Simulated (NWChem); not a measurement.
The numbers come from NWChem runs, not from measurements. System: H3Al, charge 0, spin multiplicity 1, at a geometry optimised with PBE/def2-SVP. The structure started from a generated list of species. Level: MP2/def2-TZVPD, 5 core orbitals frozen.

Output (cleaned and shortened):

```
             Northwest Computational Chemistry Package (NWChem) 7.3.0
             --------------------------------------------------------

                                NWChem Input Module
                                -------------------

 Scaling coordinates for geometry "geometry" by  1.889725989
 (inverse scale =  0.529177249)

 Turning off AUTOSYM since
 SYMMETRY directive was detected!

                             Geometry "geometry" -> ""
                             -------------------------

 Output coordinates in angstroms (scale by  1.889725989 to convert to a.u.)

  No.       Tag          Charge          X              Y              Z
 ---- ---------------- ---------- -------------- -------------- --------------
    1 Al                  13.0000     0.00000000     0.00000000    -0.00000100
    2 H                    1.0000     0.00000000     0.00000000     1.60082400
    3 H                    1.0000     1.38635200     0.00000000    -0.80040600
    4 H                    1.0000    -1.38635200     0.00000000    -0.80040600

 Effective nuclear repulsion energy (a.u.)      13.4646400982

            Nuclear Dipole moment (a.u.)
            ----------------------------
        X                 Y               Z
 ---------------- ---------------- ----------------
     0.0000000000     0.0000000000    -0.0000018897

      Symmetry information
      --------------------

 Group name             C2v
 Group number             16
 Group order               4
 No. of unique centers     3

      Symmetry unique atoms

     1    2    3


 Summary of "ao basis" -> "" (spherical)
 ------------------------------------------------------------------------------
       Tag                 Description            Shells   Functions and Types
 ---------------- ------------------------------  ------  ---------------------
 *                         def2-tzvpd                 on all atoms

 Summary of "ao basis" -> "ao basis" (spherical)
 ------------------------------------------------------------------------------
       Tag                 Description            Shells   Functions and Types
 ---------------- ------------------------------  ------  ---------------------
 Al                        def2-tzvpd               15       43   6s5p3d1f
 H                         def2-tzvpd                5        9   3s2p

                                 NWChem SCF Module
                                 -----------------

  ao basis        = "ao basis"
  functions       =    70
  atoms           =     4
  closed shells   =     8
  open shells     =     0
  charge          =   0.00
  wavefunction    = RHF
  use symmetry    = T
  symmetry adapt  = T

 Summary of "ao basis" -> "ao basis" (spherical)
 ------------------------------------------------------------------------------
       Tag                 Description            Shells   Functions and Types
 ---------------- ------------------------------  ------  ---------------------
 Al                        def2-tzvpd               15       43   6s5p3d1f
 H                         def2-tzvpd                5        9   3s2p

      Symmetry analysis of basis
      --------------------------

        a1         31
        a2          6
        b1         19
        b2         14

 Forming initial guess at       0.0s

      Superposition of Atomic Density Guess
      -------------------------------------

 Sum of atomic energies:        -243.37426131

      Non-variational initial energy
      ------------------------------

 Total energy =    -243.350360
 1-e energy   =    -364.693419
 2-e energy   =     107.878419
 HOMO         =      -0.359680
 LUMO         =      -0.024481

      Symmetry analysis of molecular orbitals - initial
      -------------------------------------------------

  Numbering of irreducible representations:

     1 a1          2 a2          3 b1          4 b2

  Orbital symmetries:

     1 a1          2 a1          3 b1          4 a1          5 b2
     6 a1          7 b1          8 a1          9 b2         10 a1
    11 a1         12 a1         13 b1         14 a2         15 b2
    16 b1         17 a1         18 a1

 Starting SCF solution at       0.2s

 ----------------------------------------------
[...]
 Vector    6  Occ=2.000000D+00  E=-5.665695D-01  Symmetry=a1
              MO Center=  3.2D-15,  5.5D-16, -8.2D-06, r^2= 2.4D+00
   Bfn.  Coefficient  Atom+Function         Bfn.  Coefficient  Atom+Function
  ----- ------------  ---------------      ----- ------------  ---------------
     4      0.486825  1 Al s                  3     -0.279791  1 Al s

 Vector    7  Occ=2.000000D+00  E=-4.303491D-01  Symmetry=b1
              MO Center= -4.4D-11,  1.9D-17, -6.3D-01, r^2= 2.6D+00
   Bfn.  Coefficient  Atom+Function         Bfn.  Coefficient  Atom+Function
  ----- ------------  ---------------      ----- ------------  ---------------
    16      0.300490  1 Al px                54      0.229228  3 H  s
    63     -0.229228  4 H  s                 55      0.186752  3 H  s
    64     -0.186752  4 H  s

 Vector    8  Occ=2.000000D+00  E=-4.303478D-01  Symmetry=a1
              MO Center=  5.3D-11, -2.7D-17,  6.3D-01, r^2= 2.6D+00
   Bfn.  Coefficient  Atom+Function         Bfn.  Coefficient  Atom+Function
  ----- ------------  ---------------      ----- ------------  ---------------
    18      0.300489  1 Al pz                45      0.264691  2 H  s
    46      0.215644  2 H  s                 44      0.152360  2 H  s

 Vector    9  Occ=0.000000D+00  E= 3.198269D-02  Symmetry=b2
              MO Center= -1.5D-18, -4.4D-16, -2.9D-06, r^2= 5.0D+00
   Bfn.  Coefficient  Atom+Function         Bfn.  Coefficient  Atom+Function
  ----- ------------  ---------------      ----- ------------  ---------------
    20      0.908703  1 Al py                17      0.237559  1 Al py

 Vector   10  Occ=0.000000D+00  E= 5.096248D-02  Symmetry=a1
              MO Center= -5.9D-16, -1.5D-18, -9.7D-06, r^2= 1.7D+01
   Bfn.  Coefficient  Atom+Function         Bfn.  Coefficient  Atom+Function
  ----- ------------  ---------------      ----- ------------  ---------------
     5      5.715336  1 Al s                  6     -3.425638  1 Al s
    46     -1.121752  2 H  s                 55     -1.121758  3 H  s
    64     -1.121758  4 H  s                 52      0.514121  2 H  pz
    59      0.445242  3 H  px                68     -0.445242  4 H  px
    31      0.286311  1 Al d  2              61     -0.257061  3 H  pz

 Vector   11  Occ=0.000000D+00  E= 1.022363D-01  Symmetry=a1
              MO Center= -2.2D-13,  2.2D-15,  8.4D-06, r^2= 1.1D+01
   Bfn.  Coefficient  Atom+Function         Bfn.  Coefficient  Atom+Function
  ----- ------------  ---------------      ----- ------------  ---------------
     5      1.355749  1 Al s                 36     -0.830293  1 Al d  2
     6     -0.681720  1 Al s                 34     -0.479349  1 Al d  0
    46     -0.215315  2 H  s                 55     -0.215323  3 H  s
    64     -0.215323  4 H  s                  4      0.173808  1 Al s

 center of mass
 --------------
 x =   0.00000000 y =   0.00000000 z =  -0.00000094

 moments of inertia (a.u.)
 ------------------
          13.834359623454           0.000000000000           0.000000000000
           0.000000000000          27.668743457941           0.000000000000
           0.000000000000           0.000000000000          13.834383834486

  Mulliken analysis of the total density
  --------------------------------------

    Atom       Charge   Shell Charges
 -----------   ------   -------------------------------------------------------
    1 Al  13    12.45   2.00  0.65  1.33  0.77  0.20  0.00  2.92  2.28  0.82  0.94  0.28  0.10  0.11  0.01  0.02
    2 H    1     1.18   0.22  0.55  0.39  0.01  0.01
    3 H    1     1.18   0.22  0.55  0.39  0.01  0.01
    4 H    1     1.18   0.22  0.55  0.39  0.01  0.01

       Multipole analysis of the density wrt the origin
       ------------------------------------------------

     L   x y z        total         open         nuclear
     -   - - -        -----         ----         -------
     0   0 0 0     -0.000000      0.000000     16.000000

     1   1 0 0     -0.000000      0.000000      0.000000
     1   0 1 0     -0.000000      0.000000      0.000000
     1   0 0 1     -0.000012      0.000000     -0.000002

     2   2 0 0    -14.013148      0.000000     13.726970
     2   1 1 0     -0.000000      0.000000      0.000000
     2   1 0 1     -0.000000      0.000000      0.000000
     2   0 2 0     -8.693245      0.000000      0.000000
     2   0 1 1      0.000000      0.000000      0.000000
     2   0 0 2    -14.013157      0.000000     13.726946

                   NWChem MP2 Semi-direct Energy/Gradient Module
                   ---------------------------------------------

  Basis functions       =     70
  Molecular orbitals    =     70
  Frozen core           =      5
  Frozen virtuals       =      0
  Active alpha occupied =      3
  Active beta occupied  =      3
  Active alpha virtual  =     62
  Active beta virtual   =     62
  Use MO symmetry       = T
  Use skeleton AO sym   = T

  AO/Fock/Back tols     =   1.0D-09  1.0D-09  1.0D-09

 GA uses MA = F    GA memory limited = T

 Available:
  local mem=  1.26D+08
 global mem=  1.44D+08
 local disk=  0.00D+00
  mp2_memr nvloc                    62
  nvloc new                    62
   1 passes of   3:        4194304                      19292                   1579970.
   1 passes of   3: M    126152435           G      144169400           F     121958131.

 Semi-direct pass number   1 of   1  for RHF alpha+beta  at        0.5s
  vrange nnbf                  2485
  mp2_eaftype                    10  avail_ma_in_mb                  1099
 EAF : mp2_eaftype filesize          10     789985.
  mp2_eaf for mointskh                     10
Node 0 wrote      3.7 Mb in      0.0 s     Agg I/O rate:  2228.2 Mb/s
 Done moints_semi at        1.0s
  mp2_eaftype                    10  avail_ma_in_mb                  1089
 EAF : mp2_eaftype filesize          10     789985.
  mp2_eaf for kh                    10
 Done maket at        1.1s
 Done multipass loop at        1.1s

          -------------------------------------------
          SCF energy                -243.641147015126
          Correlation energy          -0.086115359807
          Singlet pairs               -0.079396975528
          Triplet pairs               -0.006718384279
          Total MP2 energy          -243.727262374933
          -------------------------------------------

          ---------------------------------------------------
                    Spin Component Scaled (SCS) MP2
          Same spin pairs                     -0.004478922853
          Same spin scaling factor             0.333333333333
          Opposite spin pairs                 -0.081636436954
          Opposite spin scaling fact.          1.200000000000
          SCS-MP2 correlation energy          -0.099456698629
          Total SCS-MP2 energy              -243.740603713756
          ---------------------------------------------------

 -----------------------
 Performance information
 -----------------------

 Timer overhead =  9.88D-08 seconds/call

               Nr. of calls         CPU time (s)                 Wall time (s)                GFlops
             ---------------    -------------------     ------------------------------   -------------------
Name         Min   Avg   Max    Min     Avg     Max     Min     Avg     Max   Mx/calls   Min     Max     Sum
mp2: moin     1     1     1   0.59    0.59    0.59     0.59    0.59    0.59    0.59      0.0     0.0     0.0
mp2: make     1     1     1   9.45E-3 9.45E-3 9.45E-3  9.45E-3 9.45E-3 9.45E-3 9.45E-3   0.0     0.0     0.0
mp2: tota     1     1     1   0.63    0.63    0.63     0.63    0.63    0.63    0.63      0.0     0.0     0.0

 The average no. of pstat calls per process was 3.00D+00
 with a timing overhead of 2.96D-07s

 Task  times  cpu:        1.0s     wall:        1.0s

 Total times  cpu:        1.1s     wall:        1.1s
```

**Question.** Write an NWChem input that would produce this output.

**Answer.** This is not unique; one that fits is 
```
start mol
memory heap 200 mb stack 900 mb global 1100 mb
geometry units angstroms nocenter noautoz
  Al     0.000000     0.000000    -0.000001
  H      0.000000     0.000000     1.600824
  H      1.386352     0.000000    -0.800406
  H     -1.386352     0.000000    -0.800406
  symmetry group C2v
end
basis spherical
  * library def2-tzvpd
end
scf
  rhf
  nopen 0
  maxiter 100
  thresh 1e-7
  semidirect memsize 60000000 filesize 0
end
mp2
  freeze core 5
end
task mp2 energy
```
